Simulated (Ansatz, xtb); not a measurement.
**Relative energy of two isomers of C5H6OSSe**

We compare I, `COc1cc[se]c1S`, a singlet, with II, `COc1c[se]c(S)c1`, a singlet. Both are isolated molecules in the gas phase, relaxed with PBE-D3(BJ)/def2-SVP; the shapes shown needn't be the lowest conformers.

I (Å):

```yaml
atoms:
  - { symbol: C, position_ang: [-1.2814, 1.1577, -0.0980] }
  - { symbol: C, position_ang: [0.1494, -0.2888, 1.1267] }
  - { symbol: C, position_ang: [0.5911, -1.0042, -0.0415] }
  - { symbol: C, position_ang: [1.5219, -1.9910, 0.2061] }
  - { symbol: C, position_ang: [0.7285, -0.7088, 2.3263] }
  - { symbol: O, position_ang: [-0.7642, 0.7133, 1.1424] }
  - { symbol: S, position_ang: [0.4868, -0.0044, 3.9151] }
  - { symbol: Se, position_ang: [1.9377, -2.1289, 2.0172] }
  - { symbol: H, position_ang: [-1.9761, 1.9870, 0.1313] }
  - { symbol: H, position_ang: [-1.8434, 0.3547, -0.6267] }
  - { symbol: H, position_ang: [-0.4797, 1.5358, -0.7717] }
  - { symbol: H, position_ang: [0.2289, -0.7867, -1.0554] }
  - { symbol: H, position_ang: [2.0008, -2.6422, -0.5358] }
  - { symbol: H, position_ang: [-0.7115, -0.5972, 4.2131] }
```

II (Å):

```xyz
14

C    -0.5802    2.0177    0.5080
C     0.5451   -0.0086    1.0309
C     0.7915   -1.0867    1.8687
C     2.1167   -1.1173   -0.3703
C     1.2794   -0.0273   -0.2072
O    -0.3464    0.9502    1.4062
S     3.2355   -1.3759   -1.7100
Se    2.0549   -2.2492    1.1398
H    -1.3269    2.6765    0.9894
H     0.3435    2.6080    0.3110
H    -0.9898    1.6632   -0.4652
H     0.3123   -1.2700    2.8372
H     2.5814   -2.4232   -2.2976
H     1.1954    0.7416   -0.9862
```

Estimate E(II) − E(I) at the level CCSD(T)/def2-SVP + ΔMP2/def2-TZVPP.

CCSD(T)/def2-SVP + ΔMP2/def2-TZVPP gives E(II) − E(I) = +0.20 kJ/mol, slightly favouring structure I, which is too small a margin to settle the true order.

How the difference moves with the method:

| level | geometry | E(II) − E(I) (kJ/mol) | departure from the last row (kJ/mol) | job, with rough time for the two |
| --- | --- | --- | --- | --- |
| PBE-D3(BJ)/def2-SVP | PBE-D3(BJ)/def2-SVP | +1.87 | +1.68 | optimisation, 2 min |
| HF/def2-SVP | PBE-D3(BJ)/def2-SVP | +1.81 | +1.61 | part of the CCSD(T) run |
| MP2/def2-SVP | PBE-D3(BJ)/def2-SVP | +0.71 | +0.51 | part of the CCSD(T) run |
| CCSD(T)/def2-SVP | PBE-D3(BJ)/def2-SVP | +1.24 | +1.04 | single point |
| CCSD(T)/def2-SVP + ΔMP2/def2-TZVPP | PBE-D3(BJ)/def2-SVP | +0.20 |  | single point, 2 min |

As drawn, both hold the same kinds of bond in the same numbers.

The largest departure from CCSD(T)/def2-SVP + ΔMP2/def2-TZVPP is that of PBE-D3(BJ)/def2-SVP, 1.68 kJ/mol. No reliable frequencies are at hand for I, so it isn't confirmed as a minimum. Levels run at GFN2-xTB geometries aren't shown. The last row adds to CCSD(T) the change of the MP2 difference between the two basis sets, here −1.04 kJ/mol.

The correlated steps freeze 20 core orbitals; the filled d shell of Se is correlated, in a basis made for valence electrons. Codes used: Ansatz 0.2.0, xtb 6.7.1; the last row on 2 threads of Intel(R) Xeon(R) 6975P-C (Granite Rapids) on a shared host.
